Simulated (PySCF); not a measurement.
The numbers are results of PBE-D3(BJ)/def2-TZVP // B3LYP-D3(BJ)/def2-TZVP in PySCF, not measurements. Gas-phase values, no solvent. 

Reference species (SMILES): `S[O+]` (excited triplet) (charge +1, multiplicity 3).

| Quantity | Result |
|---|---|
| highest occupied spin orbital | -14.73 eV |

Changed species: `C#C[S+]` (lower triplet) (S, X = ethynyl, multiplicity 3; the reference has O, X = mercapto, multiplicity 3).

**Question.** What does the change do to the highest occupied spin orbital?

**Answer.** the highest occupied spin orbital rises by 0.83 eV, to -13.90 eV.
